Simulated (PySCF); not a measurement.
# Fractional electron number in V⁺ (vanadium, charge +1)

The 3d alpha orbital of [Ar] 3d4 is emptied in steps (occupation f), with all orbitals relaxed, ending at [Ar] 3d3. All numbers are calculated (PySCF 2.14, the non-relativistic Hamiltonian (point nucleus), in aug-cc-pVTZ (8s7p5d3f2g, 93 functions)). The exact energy is a straight line in f; departures are measured from the line between the end points of the same method.

| f | PBE0 (eV) | LC-wPBE (eV) |
| --- | --- | --- |
| 1 | 0.000 | 0.000 |
| 0.9 | -0.355 | -0.109 |
| 0.7 | -0.843 | -0.266 |
| 0.5 | -1.019 | -0.329 |
| 0.3 | -0.867 | -0.286 |
| 0.1 | -0.376 | -0.127 |
| 0 | 0.000 | 0.000 |

**Question.** For LC-wPBE, how does the orbital energy at f = 1 compare with the removal energy?

**Answer.** −ε = 13.959 eV against a total-energy difference of 15.144 eV. By Janak's theorem ε = ∂E/∂f, so the gap between them reflects the curvature. Along the path −ε is 14.148 (f = 0.9), 14.583 (f = 0.7), 15.082 (f = 0.5), 15.639 (f = 0.3), 16.250 (f = 0.1) eV.

```csv
method,E(f=0) − E(f=1) (eV),−ε at f=1 (eV),−ε at f=0.5 (eV)
PBE0,15.087,11.203,15.018
LC-wPBE,15.144,13.959,15.082
```

Reference removal energy between the ground levels: 14.634 ± 0.007 eV (measured; NIST Atomic Spectra Database, ionization energies). The calculation has no spin-orbit coupling. The determinant left behind need not be the lowest term of the ion.
